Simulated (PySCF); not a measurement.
C₃H₇BN₂. Atoms are numbered in the order given.

```xyz
13

C     -0.1166    -2.7061     0.0000
C      0.4155    -1.5090     0.0000
C      0.8917    -0.2881     0.0000
B     -0.0354     0.9920     0.0000
N      0.5848     2.2652     0.0000
N     -1.4390     0.8307     0.0000
H     -0.3384    -3.2288    -0.9367
H     -0.3384    -3.2288     0.9367
H      1.9852    -0.1751     0.0000
H      0.0802     3.1398     0.0000
H      1.5873     2.3771     0.0000
H     -1.8613    -0.0871     0.0000
H     -2.1017     1.5915     0.0000
```

Geometry optimised at PBE0-D3(BJ)/def2-SVP. This is a generated structure with no PubChem entry under its InChIKey; it may be hypothetical. Other conformers were not sampled.

Computed with TDA-PBE0/def2-SVPD in PySCF.

Vertical excitations.  State labels are in the subgroup Cs.

**Question.** Estimate the UV-visible absorptions. (The exact figures need the calculation; the answer reports its results.)

**Answer.** 
| state | symmetry | energy (eV) | λ (nm) | f | main pairs |
|---|---|---|---|---|---|
| S1 | A" | 5.48 | 226 | 0.000 | HOMO−2→LUMO 95 % |
| S2 | A' | 5.97 | 208 | 0.033 | HOMO→LUMO 97 % |
| S3 | A" | 5.99 | 207 | 0.000 | HOMO−1→LUMO+2 69 %, HOMO→LUMO+2 11 % |
| S4 | A" | 6.03 | 205 | 0.000 | HOMO→LUMO+1 85 % |
| S5 | A" | 6.46 | 192 | 0.002 | HOMO→LUMO+2 77 %, HOMO−1→LUMO+1 14 % |
| S6 | A" | 6.55 | 189 | 0.002 | HOMO−1→LUMO+1 73 %, HOMO−1→LUMO+2 14 % |
| S7 | A' | 6.70 | 185 | 0.090 | HOMO−2→LUMO+1 67 %, HOMO−1→LUMO 25 % |
| S8 | A' | 6.88 | 180 | 0.300 | HOMO−1→LUMO 58 %, HOMO−2→LUMO+1 20 %, HOMO−2→LUMO+2 10 % |
| S9 | A" | 7.22 | 172 | 0.025 | HOMO→LUMO+3 76 %, HOMO→LUMO+4 13 % |
| S10 | A" | 7.36 | 168 | 0.026 | HOMO→LUMO+4 49 %, HOMO−1→LUMO+3 35 %, HOMO→LUMO+3 10 % |
| T1 | A' | 4.24 | 292 | 0 | HOMO−1→LUMO 81 % |
| T2 | A' | 4.72 | 263 | 0 | HOMO−2→LUMO+2 83 % |
| T3 | A" | 5.09 | 244 | 0 | HOMO−2→LUMO 96 % |
| T4 | A' | 5.31 | 234 | 0 | HOMO→LUMO 88 % |
Triplets are in the Tamm–Dancoff approximation.
